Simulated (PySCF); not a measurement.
A geometry optimisation on InCl2(NH2), `[Cl][In]([NH2])[Cl]`.

Method: PBE0-D3(BJ)/def2-SVP geometry optimisation, gas phase, def2 core potentials past Kr (PySCF 2.14.0). Start geometry: GFN2-xTB. A driver script takes a list of jobs; this job's settings line and coordinates (Å) are shown.

Input:
```
{"job": {"xc": "PBE0", "basis": "def2-SVP", "d3": "d3bj", "grid": 1, "maxiter": 30, "shake": 0.03, "kind": "geom"}, "charge": 0, "multiplicity": 1}
In     0.376700     0.626160     0.059030
Cl     2.566060     0.947300     0.255650
Cl    -1.074860     2.562110    -0.067020
N     -0.439640    -1.152230     0.195880
H     -1.426120    -1.217110    -0.333560
H      0.061000    -1.862250    -0.179250
```

Output:
```
step   0  E = -1165.87895464  max force = 0.113058
step   1  E = -1165.89819242  max force = 0.009189
step   2  E = -1165.89857824  max force = 0.002484
step   3  E = -1165.89863417  max force = 0.001430
step   4  E = -1165.89845760  max force = 0.006773
step   5  E = -1165.89870504  max force = 0.002589
step   6  E = -1165.89873908  max force = 0.001469
step   7  E = -1165.89875662  max force = 0.001985
step   8  E = -1165.89878202  max force = 0.001324
step   9  E = -1165.89878334  max force = 0.000658
step  10  E = -1165.89877836  max force = 0.000400
step  11  E = -1165.89877452  max force = 0.000332
step  12  E = -1165.89877641  max force = 0.000363
step  13  E = -1165.89877546  max force = 0.000347
optimisation converged
```

Energies in Eh; «max force» is the largest Cartesian gradient component in Eh/bohr.

**Question.** Give the first gradient maximum in eV/Å.

**Answer.** With 1 Eh/bohr = 51.422 eV/Å, 5.814 eV/Å.

**Question.** At which steps does the energy rise by more than 1e-5 Eh?

**Answer.** At step 4 (+0.18 mEh).

Main results: final energy -1165.89878 Eh after 13 steps; dipole 3.22 D.

**Question.** How long does this job take on Arm Neoverse V2, one thread, shared host with 96 logical CPUs at a one-minute load of 35? And the peak memory of the process?

**Answer.** About 40 s, with 0.33 GiB resident at the peak, the Python interpreter and its libraries included.
Labels such as C1 count atoms from 1, the log's own numbers from 0.
